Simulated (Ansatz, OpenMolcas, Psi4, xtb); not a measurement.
# CH7BGe (SMILES C[BH][GeH3]): the HOMO–LUMO gap, rung by rung

CH7BGe: 10 atoms, total charge 0, spin state singlet. SMILES: `C[BH][GeH3]`. Geometry: relaxed at PBE0-D4/def2-TZVP.

```xyz
10

C    -1.2113    0.8480   -0.5797
B    -0.0139   -0.1230   -0.7197
Ge    1.1113   -0.7846    0.8816
H    -1.9726    0.7485   -1.3570
H    -0.7473    1.8373   -0.7496
H    -1.6771    0.8987    0.4058
H     0.3260   -0.4817   -1.8130
H     0.9184   -2.3074    1.0483
H     0.7292   -0.1289    2.2240
H     2.6205   -0.5583    0.6621
```

Each level gives the HOMO–LUMO gap (eV). The values are calculated.

| level | kind | program | value (eV) |
| --- | --- | --- | --- |
| GFN1-xTB | semi-empirical | xtb | 2.94 |
| HF/def2-SVP | Hartree–Fock | Ansatz | 12.60 |
| SVWN5/def2-SVP | LDA | OpenMolcas | 3.78 |
| PBE/def2-SVP | GGA | OpenMolcas | 3.94 |
| M06-L/def2-SVP | meta-GGA | OpenMolcas | 4.78 |
| BHLYP/def2-SVP | global hybrid | Ansatz | 8.32 |
| M06-2X/def2-SVP (density fitting) | hybrid meta-GGA | Psi4 | 8.12 |
| r2SCAN0/def2-SVP | hybrid meta-GGA | Ansatz | 6.47 |
| HSE06/def2-SVP | range-separated hybrid | Ansatz | 5.33 |
| PBE-QIDH/def2-SVP | double hybrid | Ansatz | 9.98 |

All-electron rows without a relativistic Hamiltonian named are non-relativistic. The values span 2.94 to 12.60 eV. Orbital gaps aren't excitation energies, and those of double hybrids come from the SCF part alone; they tend to grow with the share of exact exchange.
